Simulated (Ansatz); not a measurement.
Q: Predict a relaxed structure of SbH2Et (C2H7Sb), charge 0, singlet, at PBE0-D4/def2-SVP (Ansatz).

A: 
Cartesian coordinates in Å:
```
Sb 1.848 0.226 -0.462
H 2.285 -1.219 -1.283
H 1.207 0.898 -1.909
C -0.093 -0.554 0.187
C -1.020 0.542 0.685
H 0.122 -1.285 0.982
H -0.533 -1.106 -0.656
H -1.977 0.124 1.041
H -0.580 1.106 1.523
H -1.259 1.267 -0.110
```
 This is one stationary point.

In the def2 sets Sb takes a core potential; there is no spin–orbit coupling.
